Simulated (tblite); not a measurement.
A tight-binding relaxation on `CS[C@@H]1C[Si@@H]1[Se][SiH3]`.

Computed with GFN2-xTB geometry optimisation, gas phase (tblite 0.8.0). Start geometry: from a force field or distance geometry. A driver script takes a list of jobs; this job's settings line and coordinates (Å) are shown.

Command:
```bash
OMP_NUM_THREADS=1 python probes_run.py task.json out
```

Input:
```
{"job": {"kind": "relax", "xc": "GFN2-xTB", "basis": "xTB"}, "charge": 0, "multiplicity": 1}
C     -3.577000     0.070300     0.604400
S     -1.805200    -0.224500     0.554800
C     -1.024000     0.477400    -0.898700
C      0.099800    -0.337500    -1.506200
Si     0.658200     1.192500    -0.614300
Se     1.605300     1.051800     1.430200
Si     3.726200     0.215100     1.312100
H     -3.976400     0.052700     1.655000
H     -3.732000     1.094400     0.188500
H     -4.128800    -0.640400    -0.034100
H     -1.708400     0.888100    -1.669500
H      0.185300    -0.340600    -2.597800
H      0.202000    -1.329000    -1.009900
H      0.984200     2.385300    -1.400000
H      3.940600    -0.548000     2.562400
H      4.698300     1.307100     1.274400
H      3.845000    -0.653000     0.138900
```

Output:
```
step      E/eV     max force
  0    -581.51553    2.111
  1    -581.66761    0.823
  2    -581.70605    0.440
  3    -581.74046    0.526
  4    -581.76064    0.439
  5    -581.78446    0.476
  6    -581.79900    0.401
  7    -581.81351    0.310
  8    -581.82393    0.271
  9    -581.83346    0.338
... (273 lines left out)
283    -582.16143    0.036
284    -582.16168    0.031
285    -582.16189    0.021
286    -582.16204    0.023
287    -582.16215    0.023
288    -582.16224    0.019
289    -582.16230    0.014
290    -582.16233    0.014
291    -582.16235    0.012
292    -582.16236    0.005
```

«max force» is the largest atomic force in eV/Å.

Task: From which step on does the largest force stay under 0.1 eV/Å, and how much energy is left to gain from there?

Result: From step 251 (0.076 eV/Å), 14.7 meV above the end.

In short: energy lowered by 14.9 kcal/mol over 292 steps; largest atomic force 0.005 eV/Å at the end.

Task: Give the final coordinates.

Result: 1.809 Å rms from the input after alignment:
```
atom  x, y, z in Å
C1    -2.0308    0.0028    1.1161
S2    -0.9751   -1.0229    0.0525
C3    -0.7738    0.1370   -1.3072
C4     0.5297    0.0225   -2.1070
Si5    0.3772    1.6402   -1.1540
Se6    1.5389    2.0558    0.7431
Si7    1.9409   -0.0122    1.6943
H8    -2.2152   -0.5589    2.0258
H9    -1.5154    0.9336    1.3409
H10   -2.9682    0.2036    0.6051
H11   -1.6808    0.1874   -1.8982
H12    0.4113   -0.0117   -3.1806
H13    1.2119   -0.7428   -1.7625
H14    0.0058    2.8686   -1.8259
H15    3.1389    0.2620    2.4797
H16    2.1890   -0.9602    0.6206
H17    0.8088   -0.3430    2.5475
```

On one thread of an Arm Neoverse N1, shared host with 64 logical CPUs at a one-minute load of 53, this took 5.0 s.
Labels such as C1 count atoms from 1, the log's own numbers from 0.
